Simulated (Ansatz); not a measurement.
Nudged elastic band run: Be18S

The input (input.yaml):

```yaml
crystal:
  lattice:
    - [4.58, 0.0, 0.0]
    - [3.435, 5.949595, 0.0]
    - [0.0, 0.0, 16.58843]
  atoms:
    - { symbol: Be, position: [0.0, 0.0, 0.060283] }
    - { symbol: Be, position: [0.5, 0.0, 0.060283] }
    - { symbol: Be, position: [0.0, 0.3333333, 0.060283] }
    - { symbol: Be, position: [0.5, 0.3333333, 0.060283] }
    - { symbol: Be, position: [0.0, 0.6666667, 0.060283] }
    - { symbol: Be, position: [0.5, 0.6666667, 0.060283] }
    - { symbol: Be, position: [-0.17417764, 0.22601525, 0.16965324] }
    - { symbol: Be, position: [0.33083363, 0.22725481, 0.17113695] }
    - { symbol: Be, position: [-0.16681406, 0.552104, 0.17399389] }
    - { symbol: Be, position: [0.33399084, 0.55264276, 0.16627404] }
    - { symbol: Be, position: [-0.16071973, 0.8851113, 0.17158999] }
    - { symbol: Be, position: [0.32625807, 0.88710695, 0.17164874] }
    - { symbol: Be, position: [-0.00455656, 0.00486108, 0.27714124] }
    - { symbol: Be, position: [0.4939066, 0.00309502, 0.27590966] }
    - { symbol: Be, position: [0.00704773, 0.32021014, 0.27669998] }
    - { symbol: Be, position: [0.5099739, 0.31757162, 0.28530222] }
    - { symbol: Be, position: [-0.01613586, 0.6752498, 0.2827968] }
    - { symbol: Be, position: [0.50001348, 0.67384359, 0.28274851] }
    - { symbol: S, position: [0.32944157, 0.55879738, 0.37328492] }
basis:
  ecutwfc: 500.0
kpoints:
  mp_grid: { grid: [5, 4, 1] }
hamiltonian:
  xc: r2scan
  dispersion: d3bj
scf:
  occupations: { method: gaussian, width: 0.05 }
  lower_state_search: "off"
neb:
  images: 5
  f_tol: 0.03
  initial_path: idpp
  max_iterations: 21
  constraints: [{ sites: [0, 1, 2, 3, 4, 5] }]
  final_atoms:
    - { symbol: Be, position: [0.0, 0.0, 0.060283] }
    - { symbol: Be, position: [0.5, 0.0, 0.060283] }
    - { symbol: Be, position: [0.0, 0.3333333, 0.060283] }
    - { symbol: Be, position: [0.5, 0.3333333, 0.060283] }
    - { symbol: Be, position: [0.0, 0.6666667, 0.060283] }
    - { symbol: Be, position: [0.5, 0.6666667, 0.060283] }
    - { symbol: Be, position: [-0.16916637, 0.22725481, 0.17113695] }
    - { symbol: Be, position: [0.32582236, 0.22601525, 0.16965324] }
    - { symbol: Be, position: [-0.16600916, 0.55264276, 0.16627404] }
    - { symbol: Be, position: [0.33318594, 0.552104, 0.17399389] }
    - { symbol: Be, position: [-0.17374193, 0.88710695, 0.17164874] }
    - { symbol: Be, position: [0.33928027, 0.8851113, 0.17158999] }
    - { symbol: Be, position: [-0.0060934, 0.00309502, 0.27590966] }
    - { symbol: Be, position: [0.49544344, 0.00486108, 0.27714124] }
    - { symbol: Be, position: [0.0099739, 0.31757162, 0.28530222] }
    - { symbol: Be, position: [0.50704773, 0.32021014, 0.27669998] }
    - { symbol: Be, position: [1.348e-05, 0.67384359, 0.28274851] }
    - { symbol: Be, position: [0.48386414, 0.6752498, 0.2827968] }
    - { symbol: S, position: [0.82944157, 0.55879738, 0.37328492] }
  order_check: false
```

Command:

```bash
$ ansatz run input.yaml --threads 2 --pin off --max-ram 5120MiB --backend cpu --events-out ev --progress --plain --runs-dir out
```

Output, in part (warnings, iteration lines):

```
NEB end point (image 0): max|allowed force component| = 9.045e-3 eV/Å (the criterion of neb.relax_end_points is 1.000e-2)
NEB end point (image 6): max|allowed force component| = 9.047e-3 eV/Å (the criterion of neb.relax_end_points is 1.000e-2)
NEB iter   1: max|band force component| = 1.976e0 eV/Å  barrier→ = 1.4323 eV  barrier← = 1.4323 eV  Δτ_max = 0.2000 Å  (60 SCF iters)
NEB iter   2: max|band force component| = 1.255e0 eV/Å  barrier→ = 0.8831 eV  barrier← = 0.8831 eV  Δτ_max = 0.2000 Å  (44 SCF iters)
NEB iter   3: max|band force component| = 1.623e0 eV/Å  barrier→ = 0.5702 eV  barrier← = 0.5702 eV  Δτ_max = 0.1007 Å  (44 SCF iters)
NEB iter   4: max|band force component| = 5.852e-1 eV/Å  barrier→ = 0.4186 eV  barrier← = 0.4186 eV  Δτ_max = 0.1997 Å  (41 SCF iters)
NEB iter   5: max|band force component| = 4.226e-1 eV/Å  barrier→ = 0.3080 eV  barrier← = 0.3080 eV  CI = image 4  Δτ_max = 0.1828 Å  (42 SCF iters)
NEB iter   6: max|band force component| = 2.630e-1 eV/Å  barrier→ = 0.2772 eV  barrier← = 0.2772 eV  CI = image 2  Δτ_max = 0.1917 Å  (39 SCF iters)
NEB iter   7: max|band force component| = 7.283e-1 eV/Å  barrier→ = 0.2704 eV  barrier← = 0.2704 eV  CI = image 4  Δτ_max = 0.1003 Å  (34 SCF iters)
NEB iter   8: max|band force component| = 3.619e-1 eV/Å  barrier→ = 0.2720 eV  barrier← = 0.2720 eV  CI = image 4  Δτ_max = 0.0932 Å  (35 SCF iters)
NEB iter   9: max|band force component| = 4.981e-2 eV/Å  barrier→ = 0.2711 eV  barrier← = 0.2711 eV  CI = image 4  Δτ_max = 0.0218 Å  (33 SCF iters)
NEB iter  10: max|band force component| = 4.208e-2 eV/Å  barrier→ = 0.2711 eV  barrier← = 0.2711 eV  CI = image 4  Δτ_max = 0.0110 Å  (30 SCF iters)
NEB iter  11: max|band force component| = 2.173e-2 eV/Å  barrier→ = 0.2711 eV  barrier← = 0.2711 eV  CI = image 4  Δτ_max = 0.0000 Å  (25 SCF iters)
```

The forces met the threshold. The profile has 2 maxima (images 2, 4) with wells between them (image 3): this band takes more than one step, which may be the mechanism or a detour left from its start path. The order of the point at the top wasn't checked. Limits of this set-up: coarse k mesh, thin slab, slab without dipole correction, a typed lattice constant that wasn't relaxed here.

Final band (atoms are numbered from 1 in the order of the input):

```json
{"image": "0", "path coordinate (Å)": "0.00", "energy (eV)": "0.000", "Be16–S19 (Å)": "2.05", "Be15–S19 (Å)": "3.13"}
{"image": "1", "path coordinate (Å)": "0.52", "energy (eV)": "0.120", "Be16–S19 (Å)": "2.00", "Be15–S19 (Å)": "2.64"}
{"image": "2", "path coordinate (Å)": "1.05", "energy (eV)": "0.258", "Be16–S19 (Å)": "2.00", "Be15–S19 (Å)": "2.20"}
{"image": "3", "path coordinate (Å)": "1.57", "energy (eV)": "0.222", "Be16–S19 (Å)": "2.03", "Be15–S19 (Å)": "2.04"}
{"image": "4", "path coordinate (Å)": "2.09", "energy (eV)": "0.271", "Be16–S19 (Å)": "2.19", "Be15–S19 (Å)": "2.00"}
{"image": "5", "path coordinate (Å)": "2.61", "energy (eV)": "0.146", "Be16–S19 (Å)": "2.62", "Be15–S19 (Å)": "2.01"}
{"image": "6", "path coordinate (Å)": "3.12", "energy (eV)": "0.000", "Be16–S19 (Å)": "3.13", "Be15–S19 (Å)": "2.05"}
```

Run time: 24 min on 2 threads of Intel(R) Xeon(R) Platinum 8488C (Sapphire Rapids) (shared host), peak memory 3.4 GiB.
